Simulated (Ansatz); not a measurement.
`[CH3][Sc]([OH])[OH]` and `[CH3][Y]([OH])[OH]` differ in one element.

Ansatz, PBE0-D4/def2-TZVP geometries, multiplicity 1. Each molecule was computed in one conformer, which needn't be the lowest.

Elements past krypton have def2 core potentials. Scalar relativity is left out up to krypton.

```json
{"property": "HOMO–LUMO gap (PBE/def2-TZVPP) / eV", "`[CH3][Sc]([OH])[OH]`": "2.82"}
{"property": "HOMO–LUMO gap (ωB97M-V/def2-TZVPP) / eV", "`[CH3][Sc]([OH])[OH]`": "8.90"}
{"property": "HOMO–LUMO gap (PBE0/def2-TZVPP) / eV", "`[CH3][Sc]([OH])[OH]`": "5.11"}
{"property": "HOMO energy (PBE/def2-TZVPP) / eV", "`[CH3][Sc]([OH])[OH]`": "-5.29"}
{"property": "LUMO energy (PBE0/def2-TZVPP) / eV", "`[CH3][Sc]([OH])[OH]`": "-1.51"}
{"property": "HOMO–LUMO gap (B3LYP/def2-TZVPP) / eV", "`[CH3][Sc]([OH])[OH]`": "4.47"}
```

(1) Give the same properties after the change, and the shifts. (An estimate is asked.)

Results:

(1) Computed: 
| property | `[CH3][Y]([OH])[OH]` | shift |
| --- | --- | --- |
| HOMO–LUMO gap (PBE/def2-TZVPP) / eV | 2.74 | -0.08 |
| HOMO–LUMO gap (ωB97M-V/def2-TZVPP) / eV | 8.21 | -0.69 |
| HOMO–LUMO gap (PBE0/def2-TZVPP) / eV | 4.74 | -0.37 |
| HOMO energy (PBE/def2-TZVPP) / eV | -4.99 | 0.30 |
| LUMO energy (PBE0/def2-TZVPP) / eV | -1.49 | 0.02 |
| HOMO–LUMO gap (B3LYP/def2-TZVPP) / eV | 4.16 | -0.31 |

B3LYP here is the variant with VWN-RPA as its local correlation; programs differ in this.
